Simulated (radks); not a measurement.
Values are calculated unless marked as measured or tabulated.
The bismuth ion Bi50+, 33 electrons, occupied as [Ar] 3d10 4s2 4p3.

Level of theory: Dirac Kohn-Sham, PBE, spin-unpolarised, spherical densities, point nucleus; open shells are shared between the two j in proportion to 2j + 1 (a radial shooting solver on a logarithmic mesh with Libxc functionals).

Energy parts (eV):
part                       energy
total                  -537063.02
kinetic                 636127.84
electron-nucleus      -1265976.50
Hartree                 100762.26
exchange-correlation     -7976.61

Orbitals (lengths in bohr, moments of r in powers of bohr; r(90%) holds 90 % of the orbital's charge):
[
 {"orbital": "1s1/2", "occ.": "2", "eigenvalue (eV)": "-93214.02", "<r^4>": "3.324e-07", "<1/r>": "103.4", "r(90%)": "0.0290", "small-component weight": "1.01e-01"},
 {"orbital": "2s1/2", "occ.": "2", "eigenvalue (eV)": "-18912.00", "<r^4>": "0.00004705", "<1/r>": "25.65", "r(90%)": "0.103", "small-component weight": "2.33e-02"},
 {"orbital": "2p1/2", "occ.": "2", "eigenvalue (eV)": "-18281.51", "<r^4>": "0.00002765", "<1/r>": "25.57", "r(90%)": "0.0901", "small-component weight": "2.34e-02"},
 {"orbital": "2p3/2", "occ.": "4", "eigenvalue (eV)": "-15954.38", "<r^4>": "0.00004515", "<1/r>": "20.27", "r(90%)": "0.102", "small-component weight": "2.05e-02"},
 {"orbital": "3s1/2", "occ.": "2", "eigenvalue (eV)": "-6464.106", "<r^4>": "0.001582", "<1/r>": "9.563", "r(90%)": "0.247", "small-component weight": "8.12e-03"},
 {"orbital": "3p1/2", "occ.": "2", "eigenvalue (eV)": "-6187.391", "<r^4>": "0.001355", "<1/r>": "9.465", "r(90%)": "0.239", "small-component weight": "8.05e-03"},
 {"orbital": "3p3/2", "occ.": "4", "eigenvalue (eV)": "-5646.053", "<r^4>": "0.001902", "<1/r>": "8.083", "r(90%)": "0.260", "small-component weight": "7.26e-03"},
 {"orbital": "3d3/2", "occ.": "4", "eigenvalue (eV)": "-5206.929", "<r^4>": "0.001207", "<1/r>": "7.965", "r(90%)": "0.233", "small-component weight": "7.10e-03"},
 {"orbital": "3d5/2", "occ.": "6", "eigenvalue (eV)": "-5090.565", "<r^4>": "0.001334", "<1/r>": "7.660", "r(90%)": "0.239", "small-component weight": "6.89e-03"},
 {"orbital": "4s1/2", "occ.": "2", "eigenvalue (eV)": "-3111.218", "<r^4>": "0.02234", "<1/r>": "4.623", "r(90%)": "0.475", "small-component weight": "3.63e-03"},
 {"orbital": "4p1/2", "occ.": "1", "eigenvalue (eV)": "-2990.541", "<r^4>": "0.02177", "<1/r>": "4.549", "r(90%)": "0.473", "small-component weight": "3.56e-03"},
 {"orbital": "4p3/2", "occ.": "2", "eigenvalue (eV)": "-2808.580", "<r^4>": "0.02784", "<1/r>": "4.073", "r(90%)": "0.503", "small-component weight": "3.31e-03"}
]

The highest occupied level is 4p3/2 at -2808.6 eV. The density falls to 0.001 e/bohr^3 at r = 0.87 bohr. For comparison, the ionisation energy in NIST's Atomic Spectra Database is 2835 eV (theoretical). In exact Kohn-Sham theory the highest level is minus the ionisation energy, but local and semilocal functionals leave it too shallow, through self-interaction and a potential that decays too fast; potentials with the right tail come closer.

Beside tabulated values, note that spin-unpolarised runs miss the spin-polarisation part of the exchange energy of open shells.
